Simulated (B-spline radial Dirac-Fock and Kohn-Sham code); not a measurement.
# Conversion-electron coefficients: Ag, 92.6 keV

Z = 47 (silver), transition energy 92.6 keV. Level of theory: a Dirac-Hartree-Slater potential of the neutral atom with a Latter tail (no hole, which puts coefficients of high multipoles low close above an edge), finite nucleus with surface currents; a B-spline atomic structure program. Subshells that would emit electrons below 1 keV are left out.

```tsv
subshell	electron energy (keV)	E2	E3	M1	M2	M5
K	67.09	1.42	9.42	0.455	4.72	2440
L1	88.79	0.129	0.759	0.0525	0.688	880
L2	89.08	0.120	3.99	0.00343	0.0754	260
L3	89.25	0.150	4.57	0.000974	0.0976	2030
M1	91.88	0.0240	0.141	0.0100	0.135	194
M2	92.00	0.0241	0.818	0.000695	0.0155	56.3
M3	92.03	0.0304	0.941	0.000196	0.0202	463
M4	92.23	0.000153	0.00849	3.33e-06	0.000167	8.93
M5	92.23	0.000174	0.0108	2.70e-06	3.42e-05	17.9
N1	92.50	0.00457	0.0268	0.00192	0.0260	38.1
N2	92.54	0.00414	0.141	0.000120	0.00267	9.80
N3	92.54	0.00517	0.160	3.33e-05	0.00345	80.3
N4	92.59	1.74e-05	0.000971	3.79e-07	1.91e-05	1.03
N5	92.59	1.95e-05	0.00121	3.02e-07	3.83e-06	2.04
total		1.91	21.0	0.525	5.78	6480
```

Question: For a pure E2 transition, what fraction of decays emits a photon?

Answer: 1/(1 + α) = 0.343 with the total α = 1.91; the total includes the outer subshells that are not listed.

Values without a named source are computed, but for edge energies of neutral atoms, which are taken from tables.
